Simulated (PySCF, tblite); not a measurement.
Species: C₆H₁₄N₂.
Numbering: `[CH2:1]=[CH:2][CH2:3][N:4]([CH3:5])[N:6]([CH3:7])[CH3:8]` (hydrogens: H9, H10 on C1; H11 on C2; H12, H13 on C3; H14, H15, H16 on C5; H17, H18, H19 on C7; H20, H21, H22 on C8)

Structure optimised with GFN2-xTB, isolated species.

Question: Give the optimised bond lengths and angles.

Answer: 
```tsv
bond	length (pm)
C1=C2	132.0
C2–C3	149.5
C3–N4	146.1
N4–C5	144.6
N4–N6	140.9
N6–C7, N6–C8	144.9
C1–H9	107.8
C1–H10	107.6
C2–H11	108.1
C3–H12, C3–H13	109.9
C5–H14, C5–H15	108.8
C5–H16	110.1
C7–H17 and 3 like bonds	108.9
C7–H19, C8–H22	110.1
```

Bonds in one row agree within 1 pm and their mean is given. A selection of angles:
```tsv
angle	degrees
C1–C2–C3	124.5
C2–C3–N4	109.7
C3–N4–C5	112.2
C3–N4–N6	116.6
C5–N4–N6	111.0
N4–N6–C7	116.5
N4–N6–C8	111.1
C7–N6–C8	112.4
```

Torsions: C1–C2–C3–N4 -129° (anticlinal); C2–C3–N4–C5 71° (synclinal); C3–N4–N6–C7 -48° (synclinal). The mirror-image conformer, all signs reversed, is as good.

Of the pairs four or more bonds apart, C2···H15 is among the closest relative to their van der Waals radii: 2.63 Å, 91 % of the sum of Bondi's values. The C–C distances run from 1.320 Å (C1=C2, drawn double) to 1.495 Å (C2–C3, drawn single), a spread of 0.175 Å. N6 (hydrazine nitrogen) is pyramidal (angles 116.5°, 112.4° and 111.1°, sum 340.0°, 0.38 Å off the plane of its three neighbours). N4 (hydrazine nitrogen) is pyramidal (angles 116.6°, 112.2° and 111.0°, sum 339.8°, 0.38 Å off the plane of its three neighbours).

Point group: C1 (no symmetry element, even within 0.4 Å). Its GFN2-xTB frequencies are all real (lowest 67 cm⁻¹). The numbers are those of one conformer.

All values are computed, not measured.
